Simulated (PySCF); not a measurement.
## XPS shifts beside NMR shieldings

Compound: C6H9FO2.
Cartesian coordinates in Å at the PBE0-D3(BJ)/def2-SVP level; atoms count from 1:
```
atom  x, y, z in Å
C1     2.491   -1.240   -0.323
C2     1.464   -0.147   -0.213
O3     1.658    0.683    0.950
C4     0.348    0.501    1.377
F5    -0.383    1.648    1.278
C6     0.048   -0.498    0.262
C7    -1.214   -0.386   -0.585
O8    -1.648   -1.688   -0.198
C9    -0.458   -1.911    0.549
H10    3.494   -0.804   -0.449
H11    2.285   -1.878   -1.196
H12    2.501   -1.867    0.581
H13    1.457    0.474   -1.128
H14    0.276    0.162    2.427
H15   -1.910    0.412   -0.279
H16   -1.028   -0.307   -1.672
H17   -0.658   -2.138    1.612
H18    0.160   -2.723    0.126
```

Binding energies: delta-SCF UKS SCAN, pcX-2 on the ionised atom, pcseg-1 elsewhere, spin-free X2C (PySCF). Shieldings: GIAO PBE0/pcSseg-1, non-relativistic, same geometry.

| atom | C 1s (eV) |
| --- | --- |
| C1 | 291.15 |
| C2 | 292.48 |
| C4 | 294.43 |
| C6 | 291.20 |
| C7 | 292.30 |
| C9 | 292.43 |

Problem. What are the absolute isotropic shieldings of these atoms?

Solution. 
```tsv
atom	environment	C 1s (eV)	isotropic shielding (ppm)
C1	methyl carbon	291.15	164.3
C6	sp3 carbon at a ring junction	291.20	136.1
C7	sp3 carbon bound to oxygen	292.30	110.4
C9	sp3 carbon bound to oxygen	292.43	110.5
C2	sp3 carbon bound to oxygen	292.48	103.2
C4	sp3 C–F carbon	294.43	67.5
```

Problem. Among the listed atoms, is the one with the highest binding energy also the least shielded?

Solution. Yes: C4 has both (294.43 eV, 67.5 ppm).

Over these 6 sites the two quantities correlate at r = -0.95. By binding energy: C1 ≈ C6 < C7 < C9 < C2 < C4. By shielding: C4 < C2 < C7 ≈ C9 < C6 < C1.

Geometry: PBE0-D3(BJ)/def2-SVP; no solvent, vibrations or thermal averaging.
